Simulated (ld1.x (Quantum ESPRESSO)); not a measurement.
# Before and after: PAW potential for Mg (Z = 12)

ld1.x (Quantum ESPRESSO) 7.5 input, shortened:

```
&input
   title='Mg', zed=12., rel=1, dft='PBE', iswitch=3,
   config='[Ne] 3s1.5 3p0'
 /
 &inputp
   pseudotype=3, lpaw=.true., tm=.true., lloc=-2, rcloc=1.35,
   nlcc=.true., new_core_ps=.true., rcore=0.65,
   which_augfun='GAUSS', rmatch_augfun=0.70
 /
4
3S  1  0   1.50   0.00  2.60  2.75  0.0
3S  1  0   0.00   2.30  2.60  2.75  0.0
2P  2  1   6.00   0.00  1.00  1.10  0.0
3P  3  1   0.00   0.00  1.00  1.10  0.0
 &test
   configts(1)='2p6 3s1.5 3p0'
 /
```

All-electron outer shells of the reference configuration (PBE, scalar-relativistic, ld1.x):

```json
{"shell": "2p", "level (eV)": "-50.87", "outermost node (bohr)": "–", "outermost maximum (bohr)": "0.48"}
{"shell": "3s", "level (eV)": "-7.92", "outermost node (bohr)": "0.90", "outermost maximum (bohr)": "2.47"}
{"shell": "3p", "level (eV)": "-4.04", "outermost node (bohr)": "0.95", "outermost maximum (bohr)": "3.13"}
```

Change: wave 3s channel at 2.3 Ry: rcut 2.60, rcutus 2.75 bohr becomes 3s channel at -0.15 Ry: rcut 2.60, rcutus 2.75 bohr.

Cutoffs: the cutoffs (Ry, on a coarse ladder) from which the occupation-weighted sum of valence levels, in a spherical-Bessel basis at the reference potential, stays within 10 and 1 mRy of its value at 400 Ry; they do not see the model core or the augmentation charge, which bear on the density cutoff. Errors are all-electron minus pseudo energies relative to the spin-unpolarised reference configuration.

**Question.** How do hardness, ghosts and transferability respond?

**Answer.** The potential gets neither clearly harder nor softer (70 Ry and 120 Ry → 70 Ry and 120 Ry); the number of tests with a reliable result goes from 7 to 3 (the test run of the changed file stopped, so its transferability is not established); of the 3 tests that both files solve, the error grows in 0 and shrinks in 2 by more than 15 % and 0.3 meV (median size 2.7 → 2.0 meV); the range in which the s phases agree narrows (upper end 4.2 → 2.0); neither file shows a bound ghost.

```tsv
quantity	base	changed
cutoff, loose	70 Ry	70 Ry
cutoff, tight	120 Ry	120 Ry
bound ghosts	none	none
tests with a reliable result	7 of 7	3 of 7 (the test run stopped)
error for 2p6 3s2 3p0, meV [ΔE -3.14 eV]	+1.6	+1.0
error for 2p6 3s1 3p0, meV [ΔE 4.82 eV]	+2.7	+2.0
error for 2p6 3s0 3p0, meV [ΔE 19.84 eV]	+36	+36
s: phases at 2.99 bohr within 0.05 rad from the reference energy up to (Ry; the scan ends near 5)	4.2	2.0
p: phases at 2.99 bohr within 0.05 rad from the reference energy up to (Ry; the scan ends near 5)	to the end of the scan	to the end of the scan
lowest overlap eigenvalue by channel	s 0.75, p 0.38	s 0.40, p 0.38
```
